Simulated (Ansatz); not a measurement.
Job for Ansatz (a first-principles code): U-B3LYP/def2-TZVPP on CFeO (SMILES [O+]#[C-]->[Fe]), 2S+1 = 3, a spin state set in the input, which need not be the lowest.

Ansatz 0.2 input:
```yaml
crystal:
  periodic: [false, false, false]
  atoms:
    - {symbol: Fe, position_ang: [-1.00123618, -0.79771121, -0.91384899]}
    - {symbol: O, position_ang: [0.84835311, 0.72194455, 0.74932543]}
    - {symbol: C, position_ang: [0.11971436, 0.12323826, 0.09410394]}
basis:
  gaussian:
    orbitals: def2-TZVPP
hamiltonian:
  xc: {name: B3LYP}
magnetization: {spin_polarized: true, initial_magnetization: 2}
```

The head of its log:

```
WARN ansatz: RAYON_NUM_THREADS=1 ignored (pool sized by the plan → 1); use --threads N
Functional definition: B3LYP
integrals: 0.04 GiB planned
861 factors; their error is unknown
mean field: 0.54 GiB planned
mean field evaluation 1: about -37457.6746 eV, gradient 7.9e1 eV
mean field evaluation 2: about -37128.9617 eV, gradient 2.5e2 eV
```

Q: Predict the final total energy.

A: -1377.0822 hartree. Its determinant has ⟨S²⟩ = 2.60, a mixture of spin states.
